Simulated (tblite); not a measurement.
Species: C6H13PSi.
Z-matrix (Å and degrees, GFN2-xTB geometry), rows numbered from 1:
```
C 
C   1  1.5208
P   2  1.8712  1  117.47
C   3  1.8750  2  101.93  1    47.85
C   4  1.5335  3  109.19  2   -94.27
C   5  1.4953  4  108.23  3    -6.34
C   6  1.3304  5  118.85  4     5.42
Si  7  1.8788  3  120.71  2   -80.76
H   1  1.0875  2  111.20  3   -62.79
H   1  1.0893  2  109.84  3   177.72
H   1  1.0881  2  110.86  3    57.94
H   2  1.0945  1  110.03  3  -120.50
H   2  1.0948  1  110.26  3   121.41
H   4  1.0928  3  106.80  2   146.27
H   4  1.0910  3  110.19  2    30.25
H   5  1.0932  4  111.04  3  -127.24
H   5  1.0948  4  111.58  3   113.68
H   6  1.0820  5  118.13  4  -175.25
H   8  1.4633  7  109.06  3   -46.18
H   8  1.4682  7  109.18  3    73.37
H   8  1.4648  7  108.61  3  -167.36
```

Computed with GFN2-xTB (tblite): harmonic, unscaled wavenumbers at the GFN2-xTB geometry, gas phase. The method is semi-empirical: single wavenumbers can be off by several per cent or more. Modes of hydrogen on silicon can be 10 to 20 % off. One conformer, not necessarily the lowest.

Harmonic wavenumbers (cm⁻¹): 49.4, 61.4, 110.9, 118.9, 161.2, 188.3, 214.5, 240.5, 306.6, 371.9, 419.1, 518.7, 563.9, 577.8, 635.3, 651.9, 723.0, 728.0, 765.5, 770.0, 787.3, 790.6, 809.1, 932.4, 939.7, 994.0, 1000.9, 1013.6, 1069.4, 1083.6, 1105.3, 1172.4, 1218.4, 1232.2, 1245.3, 1267.7, 1293.8, 1407.4, 1446.8, 1452.7, 1475.0, 1500.9, 1503.6, 1646.6, 2218.7, 2248.7, 2263.6, 2923.2, 2930.6, 2946.7, 2953.2, 2960.4, 2976.1, 3008.6, 3029.7, 3037.7, 3044.2.

A = 1764, B = 1196, C = 975.0 MHz; mass 144.052 u (most abundant isotopes); point group C1, symmetry number 1.

Problem. Zero-point energy?

Solution. ½Σν̃ = 36553 cm⁻¹ = 437.28 kJ/mol.

Problem. Give the ideal-gas entropy at 273.15 K and 1 bar in the rigid-rotor, harmonic-oscillator model (classical rotation).

Solution. Translation 169.02, rotation 122.07, vibration 124.35: S = 415.4 J/(mol K).

Problem. And Cp and H(273.15 K) − H(0)?

Solution. Cp = 165.55 J/(mol K), of which vibrations give 132.29 (their classical limit is 57 R = 473.9); H(273.15 K) − H(0) = 27.18 kJ/mol without the zero-point energy, 18.10 from vibrations.

Problem. What must be added to the electronic energy to get the Gibbs energy at 273.15 K and 1 bar?

Solution. ZPE + [H(273.15 K) − H(0)] − T·S = 437.28 + 27.18 − 113.48 = 350.98 kJ/mol.

Problem. Blend soft modes into free rotors: weight 1/[1 + (100 cm⁻¹/ν̃)⁴] for the oscillator and the rest for a rotor with moment μB/(μ + B), μ = h/(8π²ν), B = 10⁻⁴⁴ kg m². What vibrational entropy results?

Solution. 114.90 J/(mol K) in place of 124.35, which changes −T·S at 273.15 K by +2.58 kJ/mol.

Problem. Which modes carry the vibrational entropy at 273.15 K?

Solution. 49.4 cm⁻¹: 19.53; 61.4 cm⁻¹: 17.74; 110.9 cm⁻¹: 12.90; 118.9 cm⁻¹: 12.34; 161.2 cm⁻¹: 9.92; 188.3 cm⁻¹: 8.72 J/(mol K); the other 51 give 43.20 together.

Problem. How do the functions run with temperature in this model?

Solution. 
```json
{"T (K)": "100", "S (J/(mol K))": "297.7", "Cp (J/(mol K))": "84.4", "H − H(0) (kJ/mol)": "5.74", "G − H(0) (kJ/mol)": "-24.03", "ln q(vib)": "1.91"}
{"T (K)": "200", "S (J/(mol K))": "369.8", "Cp (J/(mol K))": "129.4", "H − H(0) (kJ/mol)": "16.40", "G − H(0) (kJ/mol)": "-57.56", "ln q(vib)": "4.85"}
{"T (K)": "300", "S (J/(mol K))": "431.6", "Cp (J/(mol K))": "178.9", "H − H(0) (kJ/mol)": "31.80", "G − H(0) (kJ/mol)": "-97.67", "ln q(vib)": "7.77"}
{"T (K)": "500", "S (J/(mol K))": "544.2", "Cp (J/(mol K))": "264.7", "H − H(0) (kJ/mol)": "76.64", "G − H(0) (kJ/mol)": "-195.47", "ln q(vib)": "13.59"}
{"T (K)": "800", "S (J/(mol K))": "688.2", "Cp (J/(mol K))": "347.0", "H − H(0) (kJ/mol)": "169.49", "G − H(0) (kJ/mol)": "-381.05", "ln q(vib)": "21.98"}
{"T (K)": "1000", "S (J/(mol K))": "769.7", "Cp (J/(mol K))": "382.9", "H − H(0) (kJ/mol)": "242.68", "G − H(0) (kJ/mol)": "-527.00", "ln q(vib)": "27.18"}
```

q(vib) and H(0) count from the zero-point level.

Hindered rotation and anharmonicity are outside this model. Other conformers, if any are populated, would add a mixing term that is left out. The structure is chiral; the term R ln 2 for an equal mix with its mirror image is left out.
